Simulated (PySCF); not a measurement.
NMR data simulated for an unnamed compound:

1H NMR (400 MHz, computed): δ 7.11 (br, 1H), 6.00 (m, 1H), 5.15 (m, 1H), 5.12 (m, 1H), 2.03 (m, 1H), 1.79 (m, 1H), 1.78 (m, 1H), 1.74 (m, 1H), 1.39 (m, 1H), 1.36 (m, 1H), 1.33 (m, 1H), 1.30 (m, 1H), 0.80 (m, 1H).

13C{1H} NMR (computed): δ 148.7 (CH), 115.8 (CH2), 51.8 (CH), 32.5 (CH2), 29.1 (CH2), 28.2 (CH2), 25.2 (CH2).

PySCF 2.14 calculation with NMR shieldings at B97-2/pcSseg-1/GIAO and geometry: PBE0-D3(BJ)/def2-SVP; no solvent, relativity neglected, single conformer.

δ = σ(ref) − σ, references computed at the same level: 1H, 13C against TMS.

**Question.** Which of these does the molecule contain: an S-methyl group, an amide, a non-aromatic C=C double bond, an NH or NH2 group, a vinyl group CH=CH2?

**Answer.** 
- An S-methyl group: no.
- An amide: no.
- A non-aromatic C=C double bond: yes.
- An NH or NH2 group: no.
- A vinyl group CH=CH2: yes (δC 115.8, 148.7; δH 5.15 (m), 5.12 (m), 6.00 (m)).

The data belong to `InChI=1S/C7H13B/c1-2-7-5-3-4-6-8-7/h2,7-8H,1,3-6H2/t7-/m1/s1`; they needn't prove each group on their own.

Carbon signals by region: 2 in the sp2 and nitrile region (100–160 ppm), 1 at 50–100 ppm, 4 below 50 ppm.

Hydrogens on boron are broadened and split by 11B (spin 3/2, 80 %) and 10B (spin 3). A carbon bonded to boron is broadened by the quadrupolar boron nucleus and is often missing from a measured spectrum. Shifts are as computed. Against solution values, carbons near 30 ppm lie about +1 ppm off and those near 130 ppm about +2 ppm. Of 1211 compounds with measured shifts, 218 miss one by over three times the rms of a fit or turn the order of signals round; such compounds aren't used in these exercises. No couplings were computed; multiplicities are counted from neighbouring protons, with m where these are inequivalent, close in shift, in a saturated or five-membered ring or joined by F or P, and br s for small geminal =CH2 splittings.
